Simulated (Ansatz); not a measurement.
A structure relaxed at r2SCAN-D4/def2-SVP in Ansatz, charge 1, doublet:

```xyz
6

W     1.126   -0.934    0.237
W    -1.468   -0.205   -0.038
O    -1.228    1.396    0.468
O    -1.287   -0.223   -1.722
O     1.734    0.293   -0.763
O     1.122   -0.327    1.818
```

Problem. Give its formula and point group.

Solution. the cluster W2O4⁺. Point group C2 (tolerance 0.1 Å).

Problem. Summarise the bond lengths by kind (pairs closer than 1.2 times the sum of covalent radii, bridged metal pairs left out).

Solution. 4 × O–W 1.69 to 1.70 Å; 1 × W–W 2.71 Å.

In the def2 sets W takes a core potential; there is no spin–orbit coupling. The relaxation made no stability test and no search for a lower SCF solution. No other spin state of charge 1 was run. Another isomer (doublet) lies 1.20 eV lower at PBE0-D4/def2-TZVP; other spin states weren't run for this one.
